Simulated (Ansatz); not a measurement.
Input file for Ansatz (a quantum-chemistry and plane-wave program): R-MP2/aug-cc-pVTZ on C3H4Br2 (SMILES C/C(Br)=C\Br), atoms moved off the minimum. The run froze 31 orbitals, filled d shells among them.

Ansatz 0.2 input:
```yaml
crystal:
  periodic: [false, false, false]
  atoms:
    - {symbol: C, position_ang: [-1.68143167, -0.57186438, 0.56474483]}
    - {symbol: C, position_ang: [-0.48645677, 0.24313535, 0.14440604]}
    - {symbol: Br, position_ang: [-0.81769681, 2.07116315, 0.05179671]}
    - {symbol: C, position_ang: [0.66047208, -0.18981794, -0.17753785]}
    - {symbol: Br, position_ang: [1.19175439, -1.99362813, -0.19257700]}
    - {symbol: H, position_ang: [-2.01873648, -0.27211787, 1.56150110]}
    - {symbol: H, position_ang: [-1.47427208, -1.63312454, 0.61403418]}
    - {symbol: H, position_ang: [-2.52734592, -0.43846285, -0.10040354]}
    - {symbol: H, position_ang: [1.49984305, 0.44151551, -0.53106092]}
basis:
  gaussian:
    orbitals: aug-cc-pVTZ
magnetization: {spin_polarized: false}
correlation: {method: mp2, electrons: outside_noble_gas}
scf: {lower_state_search: off}
output: {forces: true}
```

The log:

```
WARN ansatz: RAYON_NUM_THREADS=8 ignored (pool sized by the plan → 8); use --threads N
Functional definition: HF
these checks for a lower state are left out or cut short: starts, cluster_reference, orbital_swaps, neighbouring_geometries, increment
integrals: 1.47 GiB planned
2065 factors; integrals over basis functions are off by at most 8.7e-4 eV
3.20 GiB of device memory are held for the factors and their scratch space
mean field: 2.26 GiB planned
mean field evaluation 1: about -143152.6491 eV, gradient 3.0e1 eV
mean field evaluation 2: about -143152.8257 eV, gradient 3.1e1 eV
mean field evaluation 4: about -143155.4591 eV, gradient 4.5e0 eV
mean field evaluation 8: about -143155.5276 eV, gradient 2.9e-1 eV
mean field -143155.52810884 eV, -5260.8686236978 hartree, gradient 5.1e-6 eV, S^2 0.000000; 0 other end points of the search recorded, 0 dependent functions left out
31 core orbitals not correlated
reference -143155.52810884 eV, -5260.8686236978 hartree; 15, 15 occupied and 302, 302 virtual orbitals, 2065 factors
densities: 0.25 GiB planned
second order -22.74355489 eV of doubles, -0.00000000 eV of singles
the calculation of the forces begins
mean field evaluation 16: about -143155.3213 eV, gradient 1.2e0 eV
3.20 GiB of device memory are held for the factors and their scratch space
Total energy: -143178.27166373 eV, -5261.7044339239 hartree
Atom 0 at    -1.681432    -0.571864     0.564745 Å, force     0.026110     0.122178     0.485458 eV/Å
Atom 1 at    -0.486457     0.243135     0.144406 Å, force    -4.543023     0.203114     1.184715 eV/Å
Atom 2 at    -0.817697     2.071163     0.051797 Å, force    -0.092126     0.852415    -0.031472 eV/Å
Atom 3 at     0.660472    -0.189818    -0.177538 Å, force     5.175277    -0.803933    -1.666102 eV/Å
Atom 4 at     1.191754    -1.993628    -0.192577 Å, force    -0.126706    -0.249920     0.082118 eV/Å
Atom 5 at    -2.018736    -0.272118     1.561501 Å, force     0.094346     0.124689    -0.105514 eV/Å
Atom 6 at    -1.474272    -1.633125     0.614034 Å, force     0.317862    -0.147123    -0.106656 eV/Å
Atom 7 at    -2.527346    -0.438463    -0.100404 Å, force    -0.012975     0.231544    -0.251232 eV/Å
Atom 8 at     1.499843     0.441516    -0.531061 Å, force    -0.838766    -0.332965     0.408684 eV/Å
Dipole moment:    -0.124770    -0.041729     0.034984 e Å
Checks for a lower state left out: starts, cluster_reference, orbital_swaps, neighbouring_geometries, increment
```

Self-consistency was reached.
